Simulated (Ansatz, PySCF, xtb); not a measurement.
Gas-phase reaction in SMILES: OB(O)[PH-] → [O-]B(O)P
Geometries: B3LYP-D3(BJ)/def2-TZVP minima from Ansatz (a quantum-chemistry and plane-wave program), one conformer each, not searched for the lowest.

Property: isomerisation energy (enthalpy at 298 K, with B3LYP-D3(BJ) rigid-rotor harmonic-oscillator terms from PySCF), in kJ/mol. Valence correlation only, unless marked. No spin-orbit coupling. No relativistic terms. Anions need diffuse functions: aug- sets have them; def2-D sets add few; the other sets have none. CBS marks a two-point X^-3 extrapolation of the correlation energy; Hartree-Fock from the larger set.

```tsv
level	program	isomerisation energy (kJ/mol)
GFN1-xTB	xtb	___
revPBE-D3(BJ)/def2-TZVPD	Ansatz + dftd3	___
r2SCAN/def2-TZVPD	Ansatz	-28.9
B97M-V/def2-TZVPD	Ansatz	-24.2
BHLYP-D3(BJ)/def2-TZVPD	Ansatz + dftd3	-27.8
CAM-B3LYP-D4/def2-TZVPD	Ansatz + dftd4	___
CCSD(T)/CBS(aug-cc-pV(T+d)Z,aug-cc-pV(Q+d)Z)	Ansatz	-23.6
```

Q: Fill in the missing entries.

A: 
- GFN1-xTB, isomerisation energy (kJ/mol): -223.1
- revPBE-D3(BJ)/def2-TZVPD, isomerisation energy (kJ/mol): -39.1
- CAM-B3LYP-D4/def2-TZVPD, isomerisation energy (kJ/mol): -35.6
